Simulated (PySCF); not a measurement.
Can point charges reproduce the dipole moment of `CCCC(C)(C)C(=O)F`?

Coordinates (GFN2-xTB, Å) and charges (e) from the PBE0/pcSseg-1 density (PySCF):

| atom | x | y | z | Mulliken | IAO | Hirshfeld | ESP-fitted |
| --- | --- | --- | --- | --- | --- | --- | --- |
| C1 | 2.902 | 0.328 | 0.086 | -0.2537 | -0.4150 | -0.1144 | -0.4414 |
| C2 | 1.512 | 0.190 | -0.523 | -0.2808 | -0.2508 | -0.0666 | +0.2262 |
| C3 | 0.461 | -0.044 | 0.562 | -0.1233 | -0.2491 | -0.0680 | -0.2709 |
| C4 | -0.989 | -0.073 | 0.039 | -0.7099 | -0.0096 | +0.0164 | +0.2980 |
| C5 | -1.217 | -1.199 | -0.970 | -0.1237 | -0.4165 | -0.1196 | -0.4429 |
| C6 | -1.951 | -0.230 | 1.228 | -0.1324 | -0.4135 | -0.1161 | -0.6058 |
| C7 | -1.298 | 1.240 | -0.624 | +0.6669 | +0.6063 | +0.2450 | +0.6757 |
| O8 | -1.680 | 1.473 | -1.715 | -0.3340 | -0.3825 | -0.2171 | -0.4758 |
| F9 | -1.101 | 2.290 | 0.235 | -0.2869 | -0.3023 | -0.0892 | -0.2716 |
| H10 | 3.158 | -0.561 | 0.658 | +0.1079 | +0.1360 | +0.0394 | +0.1066 |
| H11 | 2.943 | 1.187 | 0.752 | +0.1122 | +0.1385 | +0.0411 | +0.1149 |
| H12 | 3.649 | 0.462 | -0.692 | +0.1181 | +0.1442 | +0.0430 | +0.1063 |
| H13 | 1.269 | 1.098 | -1.080 | +0.1304 | +0.1317 | +0.0342 | -0.0110 |
| H14 | 1.514 | -0.642 | -1.229 | +0.1238 | +0.1315 | +0.0381 | -0.0014 |
| H15 | 0.547 | 0.749 | 1.308 | +0.1275 | +0.1382 | +0.0335 | +0.0755 |
| H16 | 0.663 | -0.993 | 1.063 | +0.1195 | +0.1316 | +0.0411 | +0.0880 |
| H17 | -0.664 | -1.016 | -1.886 | +0.1309 | +0.1509 | +0.0410 | +0.0904 |
| H18 | -2.272 | -1.265 | -1.226 | +0.1224 | +0.1487 | +0.0431 | +0.1231 |
| H19 | -0.899 | -2.149 | -0.547 | +0.1139 | +0.1405 | +0.0443 | +0.1316 |
| H20 | -2.985 | -0.219 | 0.889 | +0.1217 | +0.1442 | +0.0441 | +0.1656 |
| H21 | -1.761 | -1.179 | 1.724 | +0.1213 | +0.1458 | +0.0477 | +0.1639 |
| H22 | -1.812 | 0.573 | 1.947 | +0.1284 | +0.1512 | +0.0399 | +0.1552 |

Task: What dipole does each set of charges give (1 e·Å = 4.803 D), and what does the density give?

Result: The full density gives (0.97, -2.45, 1.64) D, 3.10 D in size; dipole vectors point from the negative to the positive end.

```tsv
scheme	μx	μy	μz	size (D)	share of the full size (%)	angle to the full dipole (°)
Mulliken	1.11	-3.28	1.24	3.68	119	13
IAO	0.87	-3.14	1.44	3.56	115	10
Hirshfeld	0.64	-1.39	1.13	1.90	61	5
ESP-fitted	1.00	-2.46	1.67	3.14	101	0
```

Task: Which set comes closest?

Result: Length of the difference vector: ESP-fitted 0.04 D, IAO 0.73 D, Mulliken 0.94 D, Hirshfeld 1.22 D. Closest: ESP-fitted. 

Task: What is left for the Hirshfeld atoms' own dipoles?

Result: The Hirshfeld atoms' densities add up to the full density, so μ = Σ q r + Σ (atomic dipoles). The atomic dipoles sum to (0.97, -2.45, 1.64) − (0.64, -1.39, 1.13) = (0.33, -1.06, 0.51) D, 1.22 D in size.

Task: With the origin at the mean of the coordinates, (0.000, 0.001, 0.000) Å, which are the largest single terms, by size, of the IAO dipole along the direction of the full one?

Result: C7 -4.99, O8 +4.77, F9 +2.94, C1 -1.39, H10 +1.16 D; all 22 atoms together +3.51 D. The single terms depend on the origin, their sum doesn't.

Task: Give the size of the full dipole in other units.

Result: 3.10 D = 1.221 au = 0.646 e·Å = 10.35 × 10⁻³⁰ C·m.

Isolated species at its GFN2-xTB geometry (one conformer only).

The run behind these numbers computed NMR shieldings as well. Hardware: one thread of an Arm Neoverse V2 (shared host). Cost: 35 s wall, 0.89 GiB resident at most.

Shape of the structure used: `[CH3:1][CH2:2][CH2:3][C:4]([CH3:5])([CH3:6])[C:7](=[O:8])[F:9]`: C1–C2–C3–C4 175°, C2–C3–C4–C5 61°, C3–C4–C7–O8 124°.
